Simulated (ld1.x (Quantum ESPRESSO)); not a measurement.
# An all-electron radial function and its pseudo partner (thulium (Tm))

Columns: radius, all-electron u(r) and pseudo u(r) of the 4f shell (level -17.87 eV) of thulium in the configuration [Kr] 4d10 4f13 5s2 5p6 5d0 6s0 6p0; LDA (PZ), scalar-relativistic, RRKJ scheme, ld1.x (Quantum ESPRESSO) 7.5.

```
r (bohr)  all-electron  pseudo
   0.095        0.0969  0.0027
   0.190        0.4657  0.0394
   0.285        0.8385  0.1698
   0.380        1.0589  0.4266
   0.475        1.1328  0.7721
   0.570        1.1137  1.1033
   0.665        1.0471  1.3071
   0.760        0.9609  1.3248
   0.855        0.8702  1.1834
   0.950        0.7824  0.9705
   1.045        0.7010  0.7760
   1.140        0.6272  0.6431
   1.235        0.5613  0.5621
   1.330        0.5028  0.5028
   1.425        0.4509  0.4509
   1.520        0.4051  0.4051
   1.615        0.3646  0.3646
   1.710        0.3287  0.3287
   1.805        0.2967  0.2967
   1.900        0.2684  0.2684
   1.995        0.2430  0.2430
   2.090        0.2203  0.2203
   2.185        0.2000  0.2000
   2.280        0.1817  0.1817
   2.375        0.1652  0.1652
   2.470        0.1503  0.1503
```

Task: How many radial nodes do the two functions have?

Result: The all-electron 4f function has n − l − 1 = 0; the pseudo-wave has 0.

Task: At about which radius was the pseudo-wave matched?

Result: 1.30 bohr, where the columns begin to agree (steps of 0.10 bohr).

Task: Is the pseudo-wave norm-conserving?

Result: Yes: the RRKJ scheme keeps the norm inside the radius equal to the all-electron one, which fixes the energy derivative of the logarithmic derivative at the level.
